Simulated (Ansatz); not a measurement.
The same path of CH$_{3}$FMgS (7 atoms, charge 0, multiplicity 1) was run twice with different band settings. Lost on the way: C1–H6. Made: C1–Mg3, S2–H6.

Method: RKS PBE-D4/def2-SVP (Ansatz).

Relaxed end points:

```xyz
7
Properties=species:S:1:pos:R:3
C -0.522 1.069 -0.199
S 0.438 0.366 1.218
Mg 0.933 -1.764 0.479
F 1.328 -3.405 -0.065
H -1.467 0.520 -0.379
H -0.779 2.109 0.081
H 0.070 1.106 -1.135
```

```xyz
7
Properties=species:S:1:pos:R:3
C -0.306 0.272 -0.361
S 0.095 1.179 1.170
Mg 0.596 -1.603 -0.065
F 1.344 -3.206 0.104
H -1.403 0.179 -0.508
H -0.453 2.409 0.913
H 0.128 0.769 -1.254
```

Common settings: spring 5.0 eV/Å²; optimiser quadratic models (default); start path through a guess of the saddle point; force threshold 0.05 eV/Å; iteration limit 60; end points relaxed.

| run | movable images | climbing image |
| --- | --- | --- |
| 1 | 5 | yes |
| 2 | 8 | no |

(1) What does each run give, and how far can it be trusted?

Answers

(1) Run 1: converged after 17 iterations, highest image 2.468 eV above the first end. A vibrational analysis at the climbing image gives one clearly imaginary mode, 801i cm⁻¹: a first-order saddle point.
Run 2: converged after 19 iterations, highest image 2.347 eV above the first end. No image climbed, so the highest image needn't sit at the top of the path.
The orbitals stay closed-shell, which can raise the energy where a bond breaks towards radicals; this wasn't checked here.
